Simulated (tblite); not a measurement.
Compound: C5H10FGeN.
SMILES with atom numbers: `[CH3:1][C:2]1=[C:3]([CH2:4][F:5])[CH2:6][NH:7][GeH2:8]1` (hydrogens: H9, H10, H11 on C1; H12, H13 on C4; H14, H15 on C6; H16 on N7; H17, H18 on Ge8)

Computed with GFN2-xTB (tblite), gas phase: L-BFGS steps from a force-field or distance-geometry start until the largest atomic force falls under 0.01 eV/Å.

Step 24: E = -689.7767 eV
```
atom  x, y, z in Å  |  force x, y, z in eV/Å
C1      0.3957    2.1536   -0.3334   -0.031   0.055  -0.005
C2      0.4525    0.6813   -0.0870   -0.124   0.066   0.036
C3     -0.5660   -0.1087    0.2551   -0.060  -0.032  -0.065
C4     -2.0037    0.2519    0.4914    0.021  -0.057  -0.011
F5     -2.8100   -0.4569   -0.3831    0.020   0.059   0.018
C6     -0.2766   -1.5915    0.4014    0.070  -0.073   0.028
N7      0.9456   -1.9880   -0.3004   -0.080   0.099   0.067
Ge8     2.0251   -0.4904   -0.3158   -0.150  -0.105  -0.039
H9      1.2679    2.6621    0.0787   -0.021  -0.115   0.006
H10    -0.4993    2.6004    0.0977    0.026   0.004  -0.009
H11     0.3850    2.3405   -1.4093    0.030  -0.012   0.034
H12    -2.3114   -0.0687    1.4974   -0.006   0.149  -0.047
H13    -2.2374    1.3084    0.3194    0.087  -0.083   0.091
H14    -0.1063   -1.8038    1.4632   -0.061   0.041   0.068
H15    -1.1480   -2.1765    0.0928    0.183  -0.032  -0.118
H16     0.7168   -2.3388   -1.2200   -0.003  -0.046  -0.045
H17     2.9044   -0.6071    0.9048    0.053   0.090  -0.064
H18     2.8569   -0.3614   -1.5645    0.046  -0.010   0.053
```

Step 25: E = -689.7832 eV
```
atom  x, y, z in Å  |  force x, y, z in eV/Å
C1      0.3957    2.1586   -0.3311   -0.029   0.030  -0.006
C2      0.4542    0.6834   -0.0896   -0.134   0.138   0.051
C3     -0.5653   -0.1061    0.2497   -0.064  -0.058  -0.006
C4     -2.0008    0.2524    0.4969   -0.010  -0.013  -0.018
F5     -2.8147   -0.4534   -0.3707   -0.002   0.021  -0.025
C6     -0.2881   -1.5905    0.3952    0.085  -0.105  -0.015
N7      0.9500   -1.9876   -0.2751   -0.016   0.010  -0.195
Ge8     2.0270   -0.4853   -0.3183   -0.146  -0.164  -0.104
H9      1.2632    2.6735    0.0836   -0.006  -0.155   0.008
H10    -0.5004    2.6046    0.0994    0.022  -0.023  -0.031
H11     0.3898    2.3450   -1.4073    0.015  -0.001   0.043
H12    -2.3010   -0.0697    1.5029   -0.006   0.125   0.009
H13    -2.2425    1.3068    0.3315    0.109  -0.026   0.077
H14    -0.1554   -1.8191    1.4619   -0.075   0.075  -0.022
H15    -1.1518   -2.1648    0.0455    0.177  -0.028  -0.065
H16     0.7512   -2.3816   -1.1923    0.018   0.084   0.241
H17     2.9285   -0.5867    0.8853    0.057   0.094  -0.032
H18     2.8518   -0.3731   -1.5790    0.005  -0.004   0.091
```

Step 26: E = -689.7898 eV
```
atom  x, y, z in Å  |  force x, y, z in eV/Å
C1      0.3946    2.1617   -0.3302   -0.025  -0.012   0.001
C2      0.4516    0.6857   -0.0906   -0.096   0.110   0.051
C3     -0.5664   -0.1062    0.2467   -0.046  -0.052   0.036
C4     -1.9990    0.2516    0.4995   -0.034   0.013  -0.014
F5     -2.8161   -0.4511   -0.3648   -0.038  -0.012  -0.059
C6     -0.2928   -1.5917    0.3927    0.080  -0.035  -0.079
N7      0.9488   -1.9861   -0.2652    0.134   0.002  -0.155
Ge8     2.0241   -0.4854   -0.3209   -0.102  -0.130  -0.109
H9      1.2600    2.6763    0.0866    0.029  -0.154   0.017
H10    -0.5002    2.6085    0.1007   -0.010  -0.022  -0.040
H11     0.3929    2.3462   -1.4061    0.001   0.016   0.028
H12    -2.2973   -0.0666    1.5051   -0.010   0.077   0.069
H13    -2.2422    1.3044    0.3395    0.108   0.049   0.044
H14    -0.1799   -1.8249    1.4600   -0.066   0.066  -0.016
H15    -1.1470   -2.1601    0.0199    0.079  -0.069  -0.044
H16     0.7675   -2.4015   -1.1747   -0.023   0.068   0.203
H17     2.9416   -0.5752    0.8725    0.038   0.091  -0.021
H18     2.8511   -0.3792   -1.5826   -0.019  -0.005   0.089
```

Step 27: E = -689.7982 eV
```
atom  x, y, z in Å  |  force x, y, z in eV/Å
C1      0.3935    2.1657   -0.3287   -0.020  -0.061   0.019
C2      0.4478    0.6894   -0.0936   -0.026   0.002   0.045
C3     -0.5682   -0.1067    0.2395   -0.013  -0.036   0.078
C4     -1.9960    0.2522    0.5042   -0.071   0.019   0.009
F5     -2.8223   -0.4459   -0.3535   -0.065  -0.028  -0.072
C6     -0.3014   -1.5939    0.3842    0.058   0.005  -0.117
N7      0.9547   -1.9854   -0.2444    0.186   0.003  -0.041
Ge8     2.0197   -0.4865   -0.3260    0.004  -0.014  -0.066
H9      1.2552    2.6792    0.0939    0.075  -0.148   0.027
H10    -0.5005    2.6099    0.1029   -0.061   0.002  -0.051
H11     0.3989    2.3502   -1.4035   -0.017   0.038   0.005
H12    -2.2853   -0.0626    1.5121   -0.024   0.028   0.107
H13    -2.2402    1.3041    0.3544    0.103   0.122  -0.001
H14    -0.2312   -1.8356    1.4553   -0.045   0.060  -0.097
H15    -1.1427   -2.1517   -0.0301    0.035  -0.087   0.002
H16     0.8020   -2.4380   -1.1377   -0.068   0.019   0.127
H17     2.9660   -0.5474    0.8531   -0.017   0.081  -0.050
H18     2.8412   -0.3907   -1.5937   -0.033  -0.008   0.078
```

Q: Estimate the geometry and energy of step 28. (The exact step hangs on the optimiser's Hessian estimate; all steps are aligned on step 27, rigid shifts and turns removed.)

A: E = -689.8057 eV, largest force 0.185 eV/Å
```
atom  x, y, z in Å  |  force x, y, z in eV/Å
C1      0.3927    2.1666   -0.3271   -0.008  -0.076   0.031
C2      0.4443    0.6902   -0.0989    0.027  -0.085   0.045
C3     -0.5704   -0.1084    0.2319   -0.008  -0.026   0.087
C4     -1.9943    0.2535    0.5082   -0.086   0.026   0.029
F5     -2.8328   -0.4385   -0.3426   -0.054  -0.018  -0.048
C6     -0.3093   -1.5967    0.3737    0.034   0.034  -0.118
N7      0.9641   -1.9839   -0.2211    0.154  -0.014   0.057
Ge8     2.0163   -0.4877   -0.3318    0.091   0.128   0.001
H9      1.2512    2.6780    0.1028    0.108  -0.147   0.032
H10    -0.5005    2.6084    0.1060   -0.102   0.022  -0.067
H11     0.4059    2.3542   -1.4007   -0.036   0.056  -0.006
H12    -2.2714   -0.0584    1.5200   -0.049  -0.005   0.109
H13    -2.2344    1.3068    0.3682    0.091   0.144  -0.035
H14    -0.2824   -1.8457    1.4465   -0.017   0.048  -0.148
H15    -1.1356   -2.1471   -0.0789    0.012  -0.086   0.031
H16     0.8348   -2.4690   -1.0971   -0.078  -0.056   0.033
H17     2.9863   -0.5148    0.8346   -0.058   0.066  -0.077
H18     2.8268   -0.4012   -1.6053   -0.022  -0.011   0.042
```

The energy changes by -0.0075 eV. The first-order estimate −F·Δx gives -0.0100 eV and the mean of the old and new forces, exact on a quadratic surface, -0.0076 eV. The step makes an angle of 79° with the force vector and moves no atom by more than 0.061 Å.

The cost below is that of the whole relaxation. The run took 1.9 s wall on an Arm Neoverse N1 with one thread, no GPU (shared host).
